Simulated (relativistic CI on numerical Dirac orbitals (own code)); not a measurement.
A reference radial Dirac CI calculation of Ir gave the lowest total energy -17813.54503 Ha in 47 SCF steps, from this input:

```
atom Ir  Z=77  charge=0  electrons=77
nucleus A=193  rms_radius_fm=5.4032
hamiltonian dirac-coulomb  breit=on  qed=on  c_scale=1
orbitals kli  potential=per-configuration
slater_scale 1
correlation none
mixing on
grid step=0.0125 r_max=259.4
scf mixing=0.4 start=green max_iterations=150 tolerance=2e-08 node_fill=0.05
configurations
  [Xe] 4f14 5d7 6s2
  [Xe] 4f14 5d8 6s
  [Xe] 4f14 5d9
end
```

One setting was then changed (and the iteration limit cut to 94), and the output read:

```
SCF 1: [Xe] 4f14 5d7 6s2
 iter      energy (Ha)   residual   last orbital (Ha)
    1    -17829.210415   2.47e+00     -0.57992
    2    -17845.811143   5.84e-01     -0.30159
    3    -17846.455906   3.17e-01     -0.34818
    4    -17846.709486   8.91e-02     -0.41642
    5    -17846.709480   9.67e-02     -0.42318
    6    -17846.709601   9.60e-02     -0.40074
    7    -17846.707579   8.06e-02     -0.19165
    8    -17846.708159   1.55e-02     -0.27880
    9    -17846.707941   2.59e-03     -0.30658
   10    -17846.708271   1.34e-04     -0.30207
   11    -17846.708256   1.15e-04     -0.30223
   12    -17846.708260   4.17e-06     -0.30204
   13    -17846.708261   1.63e-06     -0.30204
   14    -17846.708261   8.26e-08     -0.30204
   15    -17846.708261   4.78e-08     -0.30204
   16    -17846.708261   3.46e-09     -0.30204
SCF 2: [Xe] 4f14 5d8 6s
 iter      energy (Ha)   residual   last orbital (Ha)
    1    -17827.998297   2.58e+00     -0.57992
    2    -17845.849024   5.79e-01     -0.28535
    3    -17846.488521   3.10e-01     -0.31959
    4    -17846.727741   2.98e-02     -0.36500
    5    -17846.725226   6.25e-02     -0.36700
    6    -17846.728356   9.52e-03     -0.36329
    7    -17846.727505   1.75e-03     -0.36333
    8    -17846.727477   1.41e-03     -0.36345
    9    -17846.727325   7.12e-06     -0.36362
   10    -17846.727325   5.29e-06     -0.36362
   11    -17846.727326   9.97e-06     -0.36363
   12    -17846.727325   9.65e-06     -0.36363
   13    -17846.727325   1.04e-05     -0.36363
   14    -17846.727325   1.32e-06     -0.36362
   15    -17846.727325   4.42e-07     -0.36362
   16    -17846.727325   1.30e-07     -0.36362
   17    -17846.727325   2.59e-08     -0.36362
   18    -17846.727325   2.53e-09     -0.36362
SCF 3: [Xe] 4f14 5d9
 iter      energy (Ha)   residual   last orbital (Ha)
    1    -17826.625403   2.64e+00     -1.19519
    2    -17845.829419   5.78e-01     -0.25135
    3    -17846.457681   3.05e-01     -0.25071
    4    -17846.686640   5.03e-02     -0.28706
    5    -17846.687022   2.29e-02     -0.27874
    6    -17846.685546   8.47e-03     -0.26809
    7    -17846.686530   1.82e-04     -0.27099
    8    -17846.686642   7.80e-04     -0.27113
    9    -17846.686538   1.82e-04     -0.27084
   10    -17846.686559   2.50e-06     -0.27091
   11    -17846.686559   2.56e-06     -0.27091
   12    -17846.686559   1.59e-07     -0.27091
   13    -17846.686559   2.33e-09     -0.27091
orbital energies (Ha): 4f5/2 -2.4551  4f7/2 -2.3410  5s -3.6450  5p1/2 -2.4287  5p3/2 -1.9370  5d3/2 -0.3608  5d5/2 -0.3168  6s -0.3020
configuration averages (Ha): Dirac-Coulomb, Breit, QED
  5d7 6s2                     -17846.708261   19.769043   13.494320
  5d8 6s                      -17846.727325   19.768307   13.493350
  5d9                         -17846.686559   19.767646   13.492499
levels: no., configuration, term, J, E (cm-1), weight
   1 5d8 6s                 2S   1/2              0.0  0.93
   2 5d7 6s2                2D   5/2           3673.3  0.86
   3 5d7 6s2                2D   3/2           4001.3  0.93
   4 5d8 6s                 2P   3/2           8886.7  0.66
   5 5d8 6s                 2P   1/2          13699.6  0.70
   6 5d7 6s2                2F   7/2          17650.1  0.54
   7 5d7 6s2                2F   5/2          18623.3  0.46
   8 5d8 6s                 2G   9/2          20986.7  0.83
   9 5d8 6s                 2G   7/2          21268.3  0.82
  10 5d8 6s                 2D   5/2          21804.9  0.39
  11 5d8 6s                 2D   3/2          24308.1  0.69
  12 5d8 6s                 4P   5/2          29643.0  0.52
  13 5d7 6s2                2D   3/2          30870.5  0.37
  14 5d7 6s2                2H   9/2          32208.1  0.46
lowest total energy -17813.607112 Ha
end: converged
```

(1) Which setting was changed?
A. Slater scale
B. start potential
C. configuration list
D. charge

Answers

(1) A. The Slater scale -1. This setting is bad on purpose; its numbers may not be properties of the ion.
